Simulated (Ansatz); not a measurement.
The cluster Li5H6. Charge 0, multiplicity 2. Geometry r2SCAN-D4/def2-TZVP; atoms count from 1.

Cartesian coordinates in Å:
```
Li 0.521 1.737 -1.074
Li -0.340 1.400 1.229
Li 0.709 -0.521 -0.046
Li -2.313 -1.392 1.242
Li -1.633 0.410 -0.843
H 0.007 0.061 -1.591
H 1.676 -2.375 -0.349
H -1.087 2.070 -0.263
H -0.867 -0.358 0.940
H 1.298 1.124 0.482
H 2.029 -2.154 0.272
```

In the doublet, H7 and H11 lie 0.75 Å apart (atoms count from 1), so H2 has formed as a molecule. The structure comes from a short search, and lower isomers may exist.

(1) Estimate the Mulliken populations from the PBE0/def2-TZVP orbitals of Ansatz.

(2) Where does the spin sit?

(3) And the Mayer bond orders between heavy atoms (over 0.3)?

## Answers

(1) 
```tsv
atom	charge (e)	spin (α − β)
Li1	0.43	0.01
Li2	0.55	-0.01
Li3	0.37	-0.02
Li4	0.11	0.82
Li5	0.36	0.21
H6	-0.39	0.00
H7	0.03	0.00
H8	-0.41	0.00
H9	-0.65	-0.01
H10	-0.40	0.01
H11	0.01	0.00
```
Mulliken values depend strongly on the basis.

(2) Summed by element: Li 1.01, H -0.01, of 1 unpaired in all. Largest on single atoms: Li4 0.82, Li5 0.21, Li3 -0.02.

(3) Li4–Li5 0.36 (2.84 Å).
